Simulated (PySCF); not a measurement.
AlCl3, charge +1, doublet, geometry from GFN2-xTB (such geometries of metal compounds can be far from the true shape) (a state made from the parent by changing its charge; the spin is typed, not shown lowest). Base run: R2SCAN/6-31G** (PySCF).

Input for PySCF:
```python
from pyscf import gto, scf, dft

mol = gto.Mole()
mol.atom = '''
    Al    0.006464   -0.007020   -0.018113
    Cl   -1.723626   -1.067062   -0.195647
    Cl    0.099854    1.910353   -0.698832
    Cl    1.618829   -0.837923    0.908330
'''
mol.basis = '6-31g**'
mol.charge = 1
mol.spin = 1
mol.verbose = 4
mol.build()

mf = dft.UKS(mol)
mf.xc = 'r2scan'
mf.kernel()
mf.analyze()
```

The base run was repeated with changes; each row names its change, and settings that it needs were set with it.

```csv
change,ΔE vs base (mEh),fitting functions
base,0.000,-
auxbasis = cc-pvdz-jkfit,-0.042,448
auxbasis = def2-universal-jkfit,-0.042,512
auxbasis = even-tempered beta=3.0,-4.681,473
auxbasis = default (with mf = mf.density_fit()),-0.042,448
auxbasis = def2-universal-jfit,-0.126,204
auxbasis = def2-tzvp-ri,-93.043,452
auxbasis = even-tempered beta=1.6,-0.003,1056
auxbasis = autoaux,-0.033,617
auxbasis = def2-svp-ri,-2573.8,248
```

A fitting set is made for a task (jfit for Coulomb, jkfit for Coulomb and exchange, ri for correlation) and for a family of orbital bases.

Open shells are given as the SCF converged; they aren't shown to be the lowest states, and a large step between rows can be another state.
